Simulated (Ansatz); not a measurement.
Saddle point of CH$_{7}$GeO, doublet (CH₃O ([CH3][O]) + GeH₄ → CH₄O ([CH3][OH]) + GeH₃; bonds formed: H1–O3; bonds broken: H1–Ge2), PBE0-D4/def2-TZVP structure:

```
10
angstrom
H 0.3994 -0.5177 -0.3980
Ge 1.8688 0.0449 -0.1614
O -1.0952 -0.9503 -0.4525
C -1.8470 0.0071 0.1865
H 1.9018 0.7842 1.1856
H 2.8587 -1.1279 -0.1381
H 2.2289 1.0176 -1.2944
H -1.8186 0.9886 -0.3054
H -1.6103 0.1080 1.2541
H -2.8867 -0.3542 0.1236
```

Energies are electronic, without zero-point energy. Barriers and step energies count from the start structure reached by relaxing down the imaginary mode; all methods use the PBE0-D4 structures, on which another method's saddle can fall below an end. Ansatz 0.2.0; basis: def2-TZVPP, with def2-QZVPP for the basis limit; cores frozen in the correlated methods; orbitals are unrestricted. Filled d shells of the heavier atoms are correlated. The def2 sets are not built for correlating such inner shells, so the correlated values are less sure here. B3LYP uses VWN-RPA correlation. Extrapolation: Hartree–Fock as exp(−7.88 √X), correlation as X^−2.97.

```tsv
method	barrier (kcal/mol)	step energy (kcal/mol)
SPW92	-6.18	-25.71
PBE-D4	-1.02	-21.30
BLYP-D4	-0.12	-19.50
r2SCAN-D4	?	-19.06
B97M-V	4.20	-16.20
PBE0-D4	3.06	-20.49
B3LYP-D4	?	-19.41
r2SCAN0-D4	4.90	-18.68
BHLYP-D4	7.09	-16.78
CAM-B3LYP-D4	4.36	-19.58
wB97X-V	5.75	-18.34
wB97M-V	5.72	-21.34
B2PLYP	4.51	-21.17
PBE-QIDH	?	-22.17
RPA on PBE	7.26	-18.68
HF	15.02	-8.56
MP2	6.66	-28.72
CCSD	7.32	-20.46
CCSD(T)	6.08	-21.48
```

(1) Fill in the withheld barriers. (To be estimated.)

The T1 diagnostic stays at or below 0.019. ⟨S²⟩ of the unrestricted Hartree–Fock references: 0.75 to 0.77 (a pure state has 0.75).

Answers

(1) The calculation gives: r2SCAN-D4 2.17; PBE-QIDH 5.82; B3LYP-D4 2.84 kcal/mol. Each is the energy of the saddle less that of the start structure, by the same method.

For comparison, the barrier by CCSD(T) at an estimated basis limit (MP2 extrapolated from triple and quadruple zeta, plus CCSD(T) − MP2 in triple zeta) is 5.50 kcal/mol.

Radical steps of this kind take place in plasma deposition and etching.

Labels in which every atom is bracketed show which atoms are joined, not bond orders.

For scale, one of the runs: CCSD(T)/def2-TZVPP, 208 basis functions, launched by `ansatz run in.yaml --threads 8 --pin off --events-out ev --progress --plain --max-ram 19148MiB`. Time: 3.4 min of wall clock on 8 CPU threads of an Intel Xeon; the host was shared. Peak host memory: 7.9 GiB.
